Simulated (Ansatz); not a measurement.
Geometry optimisation, RKS B3LYP-D4/def2-SVP (Ansatz).

input.yaml

```yaml
crystal:
  periodic: [false, false, false]
  atoms:
    - { symbol: "N", position_ang: [-0.0796, 1.42907, -0.54635] }
    - { symbol: Si, position_ang: [-0.46192, -0.21819, -0.24466] }
    - { symbol: Si, position_ang: [1.23767, -1.61764, 0.10011] }
    - { symbol: S, position_ang: [-1.9021, 0.01721, 1.38223] }
    - { symbol: H, position_ang: [0.51953, 1.68708, -1.31067] }
    - { symbol: H, position_ang: [-0.64549, 2.20378, -0.24023] }
    - { symbol: H, position_ang: [2.02332, -1.68316, -1.15153] }
    - { symbol: H, position_ang: [0.76269, -3.00985, 0.21029] }
    - { symbol: H, position_ang: [-1.55236, -0.65863, -1.07565] }
basis:
  gaussian: { orbitals: def2-SVP }
hamiltonian:
  xc: b3lyp
  dispersion: d4
relax:
  f_tol: 0.02
  max_steps: 50
output:
  orbitals: {}
```

Launched with:

```bash
$ ansatz run input.yaml --threads 2 --pin off --max-ram 3072MiB --backend cpu --events-out ev --progress --plain --runs-dir out
```

Question: Where does it end, and by what steps?

Answer: The forces met the threshold. The force dipped under the threshold on the way, but the program's further checks kept it going. After 29 steps the energy has fallen by 3.714 eV; H9 moved furthest, 2.16 Å. Parted: Si2–H9. Joined: Si3–H9.

```
step  energy less start (eV)  largest force component (eV/Å)  accepted
   0                  0.0000                           3.027       yes
   2                 -1.2077                           1.241       yes
   4                 -1.6610                           0.697       yes
   6                 -2.0945                           0.599       yes
   8                 -2.5093                           0.992       yes
  10                 -3.1362                           0.741       yes
  12                 -3.5606                           0.570       yes
  14                 -3.7022                           0.176       yes
  16                 -3.7055                           0.047       yes
  18                 -3.7082                           0.087       yes
  20                 -3.7105                           0.100       yes
  22                 -3.7129                           0.007       yes
  24                 -3.7135                           0.054       yes
  26                 -3.7139                           0.023       yes
  28                 -3.7141                           0.026        no
  29                 -3.7142                           0.011       yes
```

```xyz
9
Properties=species:S:1:pos:R:3
N -0.017 1.607 -0.358
Si -0.724 0.173 0.229
Si 0.443 -1.674 -0.639
S -2.273 0.096 1.433
H 0.784 1.639 -0.980
H -0.372 2.526 -0.106
H 1.577 -1.227 -1.504
H 0.977 -2.484 0.493
H -0.494 -2.506 -1.446
```

The run took 67 s on 2 threads of Arm Neoverse V1, on a shared host, peak memory 0.19 GiB.
